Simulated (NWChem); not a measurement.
Molecule: C₂H₆F₂Si; SMILES FC[Si@@H](F)C

```xyz
11

C     -0.9982     1.8775    -0.1393
Si     0.0611     0.4253     0.3503
F      1.5620     0.6562    -0.2450
C     -0.6218    -1.1773    -0.3834
F      0.0572    -2.2734     0.1064
H     -0.5471     2.8184     0.2115
H     -2.0046     1.8013     0.3021
H     -1.1062     1.9427    -1.2333
H      0.1907     0.2823     1.8266
H     -1.6969    -1.2802    -0.1414
H     -0.5435    -1.1644    -1.4865
```
Atoms are numbered in this order, from 1.

Computed with NWChem. Medium grid unless said otherwise, to which SCAN and Minnesota functionals are sensitive. Coordinates come from a PBE0/def2-SVP optimisation. Hybrids' shares of exact exchange are those that their runs print; pure functionals count as 0. The functionals differ in more than this share.

| row | share of exact exchange | highest occupied level (eV) |
|---|---|---|
| PBE/def2-TZVP | 0.00 | -7.01 |
| r2SCAN/def2-TZVP | 0.00 | -7.34 |
| TPSSh/def2-TZVP | 0.10 | withheld |
| B3LYP/def2-TZVP | 0.20 | -8.34 |
| PBE0/def2-TZVP | 0.25 | -8.55 |

Problem. Fit a straight line of the last column on the one before it, predict the withheld value, and compare with the run.

Solution. 
1. Means of the 4 shown rows: x = 0.113, y = -7.810. Slope Σ(x − x̄)(y − ȳ)/Σ(x − x̄)² = -0.2910/0.05188 = -5.610; intercept -7.179.
2. The shown rows scatter about the line by 0.119 (root mean square); the largest residual is +0.17, at PBE/def2-TZVP.
3. At x = 0.10 (TPSSh/def2-TZVP; inside the shown range) the line gives -7.74.
4. The run gives -7.75, -0.01 from the line, 0.1 times the scatter.
